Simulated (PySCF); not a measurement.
Computed with ωB97X-D3(BJ)/def2-TZVP // PBE0-D3(BJ)/def2-SVP run with PySCF 2.14.0. All species are isolated molecules in the gas phase. One relaxed conformer stands for a flexible species; it need not be the lowest. Delta-SCF ions had no search for a lower state. 

Reference species (SMILES): `Oc1c(B)c2-c(c1)ccccc2` (neutral, multiplicity 1).

```yaml
vertical ionisation energy (Delta-SCF): 7.76 eV
LUMO: -0.37 eV
HOMO: -8.17 eV
```

Changed species: `Bc1cc2cccc(O)cc-2c1`.

**Question.** Give the shifts of the vertical ionisation energy (Delta-SCF), LUMO and HOMO.

**Answer.** the vertical ionisation energy (Delta-SCF) drops by 0.64 eV, to 7.12 eV; the LUMO decreases by 0.71 eV, to -1.08 eV; the HOMO rises by 0.67 eV, to -7.50 eV.
